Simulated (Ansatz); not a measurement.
C₄H₉ClFIn, SMILES `C[C](C)(C)[In]([F])[Cl]`. The species carries charge 0 and has multiplicity 1. In takes the def2 core potential.

| atom | x (Å) | y (Å) | z (Å) |
| --- | --- | --- | --- |
| C1 | 0.2704 | 1.1967 | -0.9699 |
| C2 | 0.0002 | -0.0379 | -0.1211 |
| C3 | -1.3175 | -0.6865 | -0.5112 |
| C4 | 1.1499 | -1.0279 | -0.2469 |
| In5 | -0.0989 | 0.5967 | 1.9597 |
| F6 | 1.4055 | 1.5314 | 2.7895 |
| Cl7 | -1.8007 | 0.3531 | 3.5283 |
| H8 | 0.3613 | 0.8939 | -2.0221 |
| H9 | 1.2013 | 1.6968 | -0.6926 |
| H10 | -0.5411 | 1.9269 | -0.9148 |
| H11 | -1.5407 | -1.5704 | 0.0908 |
| H12 | -1.2637 | -1.0080 | -1.5603 |
| H13 | -2.1621 | 0.0008 | -0.4230 |
| H14 | 0.9871 | -1.9343 | 0.3421 |
| H15 | 1.2410 | -1.3377 | -1.2971 |
| H16 | 2.1079 | -0.5935 | 0.0486 |

List the harmonic frequencies (cm⁻¹, unscaled) at PBE0-D4/def2-TZVP in Ansatz. (Best estimate.)

Computed: 3, 40, 73, 120, 208, 213, 235, 254, 288, 295, 358, 371, 372, 499, 576, 823, 959, 960, 964, 1036, 1039, 1181, 1238, 1245, 1397, 1399, 1424, 1469, 1472, 1474, 1493, 1495, 1502, 3010, 3010, 3014, 3087, 3088, 3093, 3122, 3123, 3125.
